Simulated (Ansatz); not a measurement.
Ge23H32, a nanocrystal cut from cubic germanium, 55 atoms. Hardware: 11 threads of AMD EPYC 7R13 on a shared host and a whole NVIDIA H100 80GB HBM3.

The 6-31G sets use Cartesian d functions. Correlated methods freeze 207 core orbitals; core or outer-core shells of Ge are correlated, in sets that lack core-valence functions. Single mean-field runs in 6-31G, def2-SVP, def2-TZVP are fitted with def2-universal-jkfit.

Task: How many basis functions does each of these Ansatz runs have, and roughly what does it cost? PBE-D4/def2-SVP, charge 0 singlet, relaxation, 9 steps; PBE0-D4/def2-TZVP, charge 0 singlet, energy, from earlier orbitals; PBE-D4/def2-SVP, charge 0 singlet, energy, from earlier orbitals; MP2/def2-SVP, charge 0 singlet, energy, from earlier orbitals; r2SCANh-D4/def2-SVP, charge 0 singlet, energy, from earlier orbitals; PBE0-D4/def2-SVP, charge 1 doublet at the geometry of the charge 0 singlet, energy; r2SCANh-D4/def2-SVP, charge -1 doublet at the geometry of the charge 0 singlet, energy, from earlier orbitals; B3LYP-D4/6-31G, charge 0 singlet, energy; PBE-D4/def2-SVP, charge -1 doublet at the geometry of the charge 0 singlet, energy, from earlier orbitals; HF/6-31G, charge 0 singlet, energy; r2SCANh-D4/def2-SVP, charge 1 doublet at the geometry of the charge 0 singlet, energy, from earlier orbitals; r2SCAN-D4/def2-SVP, charge 0 singlet, energy and forces, from earlier orbitals.

Result: Other jobs shared the machine, so times can vary by a factor of up to 3.

```tsv
run	functions	fitting or Cholesky vectors	wall time	peak host memory (GiB)
PBE-D4/def2-SVP, charge 0 singlet, energy, from earlier orbitals	896	6694	4.9 s	1.6
HF/6-31G, charge 0 singlet, energy	731	6694	6 s	1.6
r2SCAN-D4/def2-SVP, charge 0 singlet, energy and forces, from earlier orbitals	896	6694	6.5 s	1.9
B3LYP-D4/6-31G, charge 0 singlet, energy	731	6694	6.5 s	1.6
r2SCANh-D4/def2-SVP, charge 0 singlet, energy, from earlier orbitals	896	6694	10 s	1.7
PBE-D4/def2-SVP, charge -1 doublet at the geometry of the charge 0 singlet, energy, from earlier orbitals	896	6694	14 s	1.8
PBE0-D4/def2-TZVP, charge 0 singlet, energy, from earlier orbitals	1296	6694	17 s	1.8
MP2/def2-SVP, charge 0 singlet, energy, from earlier orbitals	896	8900	21 s	2.5
PBE-D4/def2-SVP, charge 0 singlet, relaxation, 9 steps	896	6694	38 s	1.8
PBE0-D4/def2-SVP, charge 1 doublet at the geometry of the charge 0 singlet, energy	896	6694	40 s	1.8
r2SCANh-D4/def2-SVP, charge 1 doublet at the geometry of the charge 0 singlet, energy, from earlier orbitals	896	6694	43 s	2.1
r2SCANh-D4/def2-SVP, charge -1 doublet at the geometry of the charge 0 singlet, energy, from earlier orbitals	896	6694	56 s	2.1
```
